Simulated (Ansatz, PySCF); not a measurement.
This PySCF input computes a CAM-B3LYP/def2-TZVPD energy:

```python
from pyscf import gto, scf, dft

mol = gto.M(
    atom='''
    Si   -0.58728897   -0.60404562    0.22209472
    Br   -0.37032054    1.40032089    1.23727475
    Br    1.12588951   -1.01818123   -1.15402590
    O    -1.94045110   -0.60283321   -0.70350341
    H    -2.69925996   -0.09558388   -0.39500864
    ''',
    basis='def2-tzvpd',
    charge=0,
    spin=1,
    verbose=4,
)

mf = dft.UKS(mol, xc='camb3lyp').density_fit(auxbasis='def2-universal-jkfit')
mf.grids.level = 3
mf.conv_tol = 1e-9
mf.max_cycle = 100
mf.max_memory = 1500
mf.kernel()
if not mf.converged:
    mf = mf.newton()
    mf.kernel(mf.make_rdm1())
for _ in range(2):
    mo, _, stable, _ = mf.stability(return_status=True)
    if stable:
        break
    mf.kernel(mf.make_rdm1(mo, mf.mo_occ))
mf.analyze()
```

Q: Write an input for the same energy in Ansatz (an electronic-structure program) and say what it gives.

A: 
Ansatz 0.2 input:
```yaml
crystal:
  periodic: [false, false, false]
  atoms:
    - {symbol: Si, position_ang: [-0.58728897, -0.60404562, 0.22209472]}
    - {symbol: Br, position_ang: [-0.37032054, 1.40032089, 1.23727475]}
    - {symbol: Br, position_ang: [1.12588951, -1.01818123, -1.15402590]}
    - {symbol: O, position_ang: [-1.94045110, -0.60283321, -0.70350341]}
    - {symbol: H, position_ang: [-2.69925996, -0.09558388, -0.39500864]}
basis:
  gaussian:
    orbitals: def2-TZVPD
hamiltonian:
  xc: {name: CAM-B3LYP}
magnetization: {spin_polarized: true, initial_magnetization: 1}
output: {forces: true}
```
It gives -5514.01115 Eh, and PySCF -5514.01123 Eh, a difference of 0.08 mEh, from the treatment of integrals and grids.

It need not be the lowest isomer of its formula.
